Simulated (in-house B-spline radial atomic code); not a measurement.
A fraction x of an electron is removed from 4p in the krypton ion Kr⁴⁺, starting from [Ar] 3d10 4s2 4p2 and keeping the highest spin. All numbers are computed (non-relativistic PBE0, spin-polarised, spherical fractional occupations; point nucleus) with a radial B-spline atomic code at the basis-set limit, not measured.

Caution: exact exchange at fractional occupations of open shells leaves self-interaction of up to several eV.

```
   x  E(x) - E(0) (eV)  4p up level (eV)
   0            0.0000           -58.134
0.05            2.9216           -58.729
 0.2           11.8651           -60.519
0.26           15.5178           -61.237
 0.5           30.5606           -64.122
0.58           35.7289           -65.087
0.73           45.6280           -66.901
0.84           53.0604           -68.235
0.96           61.3361           -69.693
   1           64.1336           -70.180
```

The exact functional would give a straight line between the two integer points. Deviations E(x) - E(0) - x[E(1) - E(0)], in eV: -0.285 at x = 0.05, -0.962 at x = 0.2, -1.157 at x = 0.26, -1.506 at x = 0.5, -1.469 at x = 0.58, -1.19 at x = 0.73, -0.812 at x = 0.84, -0.232 at x = 0.96.

The curve lies below the straight line by up to 1.506 eV (at x = 0.5): convex, the delocalisation error, to which spherically averaged exact exchange adds.

(1) How well does Slater's transition state (minus the level at half occupation) give the ionisation energy?

Answers

(1) It gives 64.122 eV against 64.134 eV from the two total energies; NIST lists 64.69 eV, ground level to ground level. The end point has an open shell averaged over its orbitals, so its exact exchange keeps a self-interaction and this is no true integer point.
